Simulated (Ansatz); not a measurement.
Several settings on one geometry of B9As9 (that of the charge 0 singlet, PBE-D4/def2-SVP). Ansatz on 2 threads of AMD EPYC 7R13 on a shared host and a share (18 GiB) of an NVIDIA H100 80GB HBM3; times are rough.

```xyz
18

As   -2.1213    1.7306   -0.8675
As   -0.5984   -4.7799    0.8991
As    1.5657   -2.7053   -1.7417
As   -2.1206   -1.4966   -0.4740
As   -0.4281    4.2446    2.3571
As   -0.2567    0.4473    1.9065
As    2.4923    2.2485   -1.8733
As   -0.6298    3.6093   -0.0381
As    1.7030   -1.6195    0.6710
B    -1.1529   -3.0002    0.4392
B    -1.6608    0.3058    0.4566
B    -0.1635    1.3269   -0.0985
B    -0.0765   -1.9023   -0.5663
B     0.4989   -3.4208   -0.0538
B     1.1117   -0.7643   -1.0502
B     0.9569    2.4889   -0.7941
B     1.2290    0.8702   -1.1662
B    -0.3488    2.4168    1.9943
```

Totals from different functionals, basis sets or treatments of relativity can't be compared as stabilities.

DK, ANO-RCC and x2c sets are all-electron and run with scalar relativity unless a key says otherwise. The 6-31G sets use Cartesian d functions.

**Question.** Give the basis size and estimate the energy, ⟨S²⟩ and time of these runs.

| run | method | charge | state | further keys |
| --- | --- | --- | --- | --- |
| 1 | RKS ωB97X/def2-SVP | 0 | singlet | fitting: {mean_field: def2-universal-jkfit}; scf: {omitted_lower_state_checks: [starts]} |
| 2 | RKS ωB97M-V/6-31G | 0 | singlet | scf: {lower_state_search: light} |
| 3 | RKS PBE0/x2c-TZVPPall | 0 | singlet | fitting: {mean_field: def2-universal-jkfit}; scf: {lower_state_search: full} |

**Answer.** 
| run | functions | energy (Eh) | ⟨S²⟩ | wall time |
| --- | --- | --- | --- | --- |
| 1 | 414 | -20344.2354 | – | 15 s |
| 2 | 342 | -20342.1799 | – | 21 s |
| 3 | 711 | -20568.2024 | – | 23 s |
